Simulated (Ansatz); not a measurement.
Reactions of `F[SiH](Cl)[GeH2][Cl]`.

Computed with Ansatz on PBE0-D4/def2-TZVP structures; ΔE is electronic, products minus reactants. CBS: MP2 limit from def2 TZ/QZ plus the TZ coupled-cluster correction, frozen cores. This one scheme is used for every species, atoms too. Open shells (•) are unrestricted, without spin–orbit coupling. Spin–orbit coupling would lower the free atoms: a little for Cl, F, Si; clearly for Ge. For Ge outer-core shells are correlated without core-valence functions, so the limit isn't a true one: a few kJ/mol of doubt a bond, and 10 to 20 or more in all where bonds break to atoms. Scalar relativity is left out up to krypton. Each species was taken in one conformer, which may not be the lowest.

```
                                                                      reaction  MP2/CBS(def2) (kJ/mol)  CCSD(T)/CBS(def2) (kJ/mol)
                                `F[SiH](Cl)[GeH2][Cl]` → `F[Si](Cl)(Cl)[GeH3]`                     -45                         -42
  `F[SiH](Cl)[GeH2][Cl]` + `[SH][GeH3]` → `F[SiH](Cl)[S][GeH3]` + `[Cl][GeH3]`                     -80                         -71
                   `F[SiH](Cl)[GeH2][Cl]` + BH₃ → `B[SiH](F)Cl` + `[Cl][GeH3]`                      27                          22
                        `F[SiH](Cl)[GeH2][Cl]` + H₂ → `F[SiH](Cl)[GeH3]` + HCl                      52                          43
                            `F[SiH](Cl)[GeH2][Cl]` → `[Cl][GeH]` + `F[SiH2]Cl`                     125                         115
                          `F[SiH](Cl)[GeH2][Cl]` → `[Cl][GeH2][Cl]` + `F[SiH]`                     255                         240
                 `F[SiH](Cl)[GeH2][Cl]` + H₂S → `[SH][GeH2][Cl]` + `F[SiH2]Cl`                     -52                         -46
                             `F[SiH](Cl)[GeH2][Cl]` → `F[Si]Cl` + `[Cl][GeH3]`                     162                         149
`F[SiH](Cl)[GeH2][Cl]` + `[NH2][GeH3]` → `F[SiH](Cl)[NH][GeH3]` + `[Cl][GeH3]`                     -91                         -87
                        `F[SiH](Cl)[GeH2][Cl]` → 2 Cl• + F• + Ge• + 3 H• + Si•                    2548                        2493
```

Largest T1 diagnostic: 0.015, for `F[SiH]`.
